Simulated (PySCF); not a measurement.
# Correlation energy of I²⁺ (iodine, charge +2)

[Kr] 4d10 5s1 5p4, high-spin 4P determinant (an excited configuration). Calculation: PySCF 2.14, in ANO-RCC-VTZP (7s6p4d2f1g, 68 functions); the spin-free X2C one-electron Hamiltonian (Gaussian nucleus). Frozen: [Kr] 4d10; 5 electrons correlated.

MP2 pair energies summed by pair of shells (mhartree):

```
 pair  energy  share (%)
5p-5p  -59.01       87.8
5s-5p   -8.22       12.2
```

Total MP2 correlation energy: -67.23 mhartree.

Same-spin part -16.75 and opposite-spin part -50.49 mhartree; SCS-MP2 scales them by 1/3 and 6/5 to -66.17 mhartree.
